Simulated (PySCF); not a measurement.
GaH₂, SMILES [GaH2], multiplicity 2. Coordinates come from a PBE-D3(BJ)/def2-TZVPD optimisation. The spin state was assumed, not searched. The isomer is the one that the SMILES or the coordinates give; other isomers of the formula were not compared.

These are PySCF with PBE-D3(BJ)/def2-TZVPD values and carry that method's errors.

Harmonic wavenumbers (cm⁻¹): 709, 1715, 1795. Rotational constants (GHz): 403.0, 128.8, 97.59; symmetry number 2.

Work out the zero-point energy and the ideal-gas rigid-rotor harmonic-oscillator thermochemistry at 298.15 K and 1 atm.

ZPE = ½ Σ hcν = ½ × 4220 cm⁻¹ = 6.03 kcal/mol. H − E(el) = 8.47 kcal/mol. Entropy in cal/(mol K): translation 38.73, rotation 13.44, vibration 0.30, spin 1.38, total 53.85. G − E(el) = -7.58 kcal/mol. Cp = 8.82 cal/(mol K).
